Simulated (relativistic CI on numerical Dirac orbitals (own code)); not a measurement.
## Sensitivity of the levels of Yb⁴⁺ to α and to the nuclear radius

These numbers are calculated, not measured: Dirac-Coulomb-Breit CI, orbitals from a KLI potential per configuration, valence Slater integrals scaled by 0.85, P86 correlation energy added to each configuration, derivatives by finite differences, QED left out (own radial code, finite nucleus).

Configurations in the expansion (outside the closed core [Kr] 4d10): 4f12.5s2.5p6, 4f11.5s2.5p6.5d, 4f14.5s2.5p4, 4f13.5s2.5p5, 4f11.5s2.5p6.6s, 4f11.5s2.5p6.6p, 4f12.5s.5p6.5d, 4f14.5p6. Levels of other configurations are missing.

With x = (α/α₀)² − 1 an excitation energy changes as ω = ω₀ + qx; K = 2q/ω₀ is the relative enhancement. Terms are leading LS components, so labels can repeat. The field-shift factor is F = δν/δ⟨r²⟩ for the transition from the lowest level.

Lowest level 4f12.5s2.5p6 3H_6.

```
                Level  ω₀ (cm⁻¹)  q (cm⁻¹)       K  F (GHz/fm²)
    4f12.5s2.5p6 3F_4     6031.7    -774.8  -0.257        0.121
    4f12.5s2.5p6 3H_5     9403.3      8718    1.85        0.453
    4f12.5s2.5p6 3H_4    14169.2      9749    1.38         0.59
    4f12.5s2.5p6 3F_3    16614.6      8552    1.03        0.591
    4f12.5s2.5p6 3F_2    17260.6      5036   0.584        0.501
    4f12.5s2.5p6 1G_4    23308.3     16570    1.42            1
    4f12.5s2.5p6 1D_2    32194.6      6454   0.401        0.831
    4f12.5s2.5p6 1I_6    38407.6      6447   0.336        0.974
    4f12.5s2.5p6 3P_0    41406.4      3951   0.191        0.912
    4f12.5s2.5p6 3P_1    42735.9      7706   0.361         1.03
    4f12.5s2.5p6 3P_2    44171.5     12400   0.561         1.22
    4f12.5s2.5p6 1S_0    84326.1      9644   0.229         2.08
4f11.5s2.5p6.5d 5G°_6   122866.1    -51560  -0.839         18.8
```

At this charge configurations can still be misplaced by up to about 7 % of their energy. Levels and lines within the n = 5 or 6 shells can be off by up to 10 % or somewhat more, and those that change n by about 2 %, since core polarisation is missing. Levels that differ in their count of f electrons can be misplaced by several ten thousand cm⁻¹, since the correlation energy of f electrons is missing or only estimated; rates across such gaps can be off by orders of magnitude.
